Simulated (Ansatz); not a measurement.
Consider the isomerisation: `S[SiH2][CH2][GaH2]` → `C[SiH2][S][GaH2]`.

Computed with Ansatz on PBE0-D4/def2-TZVP structures; ΔE is electronic, products minus reactants. CCSD(T)/CBS is the MP2 limit (def2-TZVPP, def2-QZVPP) plus CCSD(T) − MP2 in def2-TZVPP, frozen cores. DFT in def2-TZVPP. For Ga outer-core shells are correlated without core-valence functions, which leaves a few kJ/mol of doubt a bond. Scalar relativity is left out up to krypton. Each species was taken in one conformer, which may not be the lowest.

```tsv
level	ΔE (kJ/mol)	difference from CCSD(T)/CBS
LDA (SPW92)	-107.6	-0.6
PBE-D4	-109.5	-2.5
r2SCANh-D4	-112.6	-5.6
CAM-B3LYP-D4	-108.0	-1.0
ωB97X-V	-107.7	-0.7
r2SCANh	-112.3	-5.3
r2SCAN0	-112.4	-5.4
HF/def2-TZVPP	-113.6	-6.6
SCS-MP2/def2-TZVPP	-106.5	0.5
SCS-MP2/def2-QZVPP	-107.3	-0.3
CCSD(T)/CBS	-107.0	0
```

Question: What do rigid-rotor, harmonic-oscillator terms from PBE0-D4/def2-TZVP frequencies (298.15 K, 1 bar) make of the CCSD(T)/CBS value? (Estimate.)

Answer: Computed: ΔZPE = +8.9 kJ/mol, ΔH = -98.9 kJ/mol, ΔS = -11 J/(mol·K), ΔG = -95.6 kJ/mol. Modes under 50 cm⁻¹ make the entropy rough.

Largest T1 diagnostic among the species: 0.013.

From BLYP to BHLYP (50 % exact exchange), in def2-TZVPP and without D4, ΔE moves by −4.0 kJ/mol. Leaving LDA and LC-ωPBE aside and taking each functional with its dispersion term where it has one, the values, not all of them listed here, spread over 6.6 kJ/mol, from B97M-V to ωB97M-V. In def2-TZVPP, CCSD(T) changes the Hartree–Fock value by +8.1 kJ/mol (the triples alone add −0.6 kJ/mol) and MP2 by +5.8 kJ/mol.

CCSD(T)/CBS has its own doubt, a few kJ/mol and more with outer-core shells, so smaller differences from it don't rank the levels.
